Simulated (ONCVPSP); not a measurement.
## How hard is this Be ONCV potential?

beryllium, optimised norm-conserving Vanderbilt (ONCV), made with ONCVPSP 4.0.1 (PBE, scalar-relativistic). Core none, reference 1s2 2s2. Waves: 1s+2s: rc 0.80 bohr, ncon 3, nbas 8, qcut 11.9 1/bohr, 2 projectors; p scattering state at 0.46 Ha: rc 0.70 bohr, ncon 5, nbas 10, qcut 12.4 1/bohr, local. Local part: the p channel. Core correction: none.

Task: For each optimised wave give the share of its norm inside rc, the residual kinetic energy above qcut (Ha) and the cutoffs (Ha) for errors of 10, 1, 0.1 and 0.01 mHa per electron.

Result:

```tsv
wave	norm inside rc	residual KE	10 mHa	1 mHa	0.1 mHa	0.01 mHa
1s	0.919	2.1e-04	50.7	62.6	104.4	409.2
2s	0.022	4.9e-05	34.7	51.8	66.2	118.7
p projector 1	0.020	8.3e-06	10.9	29.0	55.2	75.0
```

The occupied waves need 63 Ha and 104 Ha for 1 and 0.1 mHa.
